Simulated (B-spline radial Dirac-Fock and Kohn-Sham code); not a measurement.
## K-line shifts caused by a second vacancy in Ba⁴⁶⁺

System: barium as Ba⁴⁶⁺, configuration [He] 2s2 2p6.

Input file task.json (cfg lists n, l and occupation; rrms is the nuclear radius in fm):

```json
{"items": [{
  "Z": 56,
  "q": 46,
  "cfg": [[1, 0, 2], [2, 0, 2], [2, 1, 6]],
  "A": 138,
  "rrms": 4.8378,
  "do": ["binding", "quiet", "double"]
}]}
```

Run with: `python xray_run.py task.json out`

These are calculated numbers from a radial finite-basis atomic code; the model is relaxed Dirac-Fock hole states (ΔSCF) with Breit and QED corrections and a finite nucleus. Each two-hole energy is an average over J within one jj subconfiguration, not an observable level; in light atoms, where LS coupling holds, the j-resolved values are not observed lines, and for a K spectator the Kα1 hypersatellite is nearly forbidden. Correlation energy is missing from these numbers.

Lines without a spectator: Kα2 (K-L2) 32008.6 eV, Kα1 (K-L3) 32402.6 eV. Shifts in eV with one spectator hole (a dash: not computed, or left out as unreliable):

```tsv
spectator hole	Kα2	Kα1
K (1s)	+672.4	+700.8
L2 (2p1/2)	+85.9	+108.8
L3 (2p3/2)	+80.4	+82.5
```

With n spectator holes in 2p, averaged over the 2p shell (energies in eV):

```tsv
n	KαLⁿ	step	hypersatellite KαʰLⁿ
0	32271.2	–	32962.6
1	32360.5	+89.2	33053.5
2	32451.3	+90.8	33146.1
3	32543.7	+92.4	33240.2
4	32637.7	+94.0	33335.9
5	32733.3	+95.6	33433.3
```
